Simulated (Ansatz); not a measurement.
Reaction (substitution at a C–C bond): `C=C(C)[SiH2][AlH2]` + `CS[Si]S` → `CS[Si]SC` + `C=C[SiH2][AlH2]`

Calculated with Ansatz (gas phase, PBE0-D4/def2-TZVP geometries, no zero-point term in ΔE). CCSD(T)/CBS is the MP2 limit (def2-TZVPP, def2-QZVPP) plus CCSD(T) − MP2 in def2-TZVPP, frozen cores. This one scheme is used for every species. Functionals use def2-TZVPP. B3LYP here is the variant with VWN-RPA as its local correlation; programs differ in this. Each species was taken in one conformer, which may not be the lowest.

```
             level  ΔE (kcal/mol)  difference from CCSD(T)/CBS
            PBE-D4           10.5                         -0.4
         r2SCAN-D4           11.1                          0.2
           PBE0-D4           11.5                          0.6
          B3LYP-D4           10.3                         -0.6
           ωB97X-V           11.7                          0.8
           ωB97M-V           11.6                          0.7
            B2PLYP           11.1                          0.2
               PBE           11.0                          0.1
            r2SCAN           11.2                          0.3
              PBE0           11.9                          1.0
             B3LYP           11.0                          0.1
     HF/def2-TZVPP           12.3                          1.4
    MP2/def2-TZVPP           11.7                          0.8
SCS-MP2/def2-TZVPP           11.5                          0.6
   CCSD/def2-TZVPP           11.8                          0.9
CCSD(T)/def2-TZVPP           11.3                          0.4
     HF/def2-QZVPP           12.3                          1.4
    MP2/def2-QZVPP           11.5                          0.6
SCS-MP2/def2-QZVPP           11.2                          0.3
      HF/CBS(def2)           12.3                          1.4
     MP2/CBS(def2)           11.3                          0.4
    CCSD/CBS(def2)           11.4                          0.5
       CCSD(T)/CBS           10.9                            0
```

Largest T1 diagnostic among the species: 0.015.

From PBE to PBE0 (25 % exact exchange), in def2-TZVPP and without D4, ΔE moves by +0.9 kcal/mol.

CCSD(T)/CBS has its own doubt, a few kJ/mol and more with outer-core shells, so smaller differences from it don't rank the levels.
